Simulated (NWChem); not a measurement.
GeH₂, singlet; SMILES [GeH2]

All runs: NWChem. Low-valent species are run as closed-shell singlets; no triplet was tried in these runs. The geometry was optimised at PBE0-D3(BJ)/def2-TZVP. B3LYP is NWChem's, with the RPA form of VWN correlation. Total energies compare along this basis series because the functional is fixed.

| level | basis functions | energy (Ha) | highest occupied level (eV) | orbital gap (eV) | dipole (D) |
|---|---|---|---|---|---|
| B3LYP/STO-3G | 20 | -2054.1259 | -3.07 | 3.06 | 0.36 |
| B3LYP/def2-SVP | 42 | -2077.9324 | -6.69 | 3.42 | 0.09 |
| B3LYP/def2-SVPD | 54 | -2077.9337 | -6.74 | 3.43 | 0.23 |
| B3LYP/def2-TZVP | 60 | -2078.1968 | -6.75 | 3.45 | 0.28 |
| B3LYP/def2-TZVPD | 72 | -2078.1972 | -6.77 | 3.45 | 0.26 |
| B3LYP/def2-TZVPP | 76 | -2078.1972 | -6.75 | 3.45 | 0.28 |
| B3LYP/def2-QZVP | 135 | -2078.2442 | -6.79 | 3.43 | 0.26 |
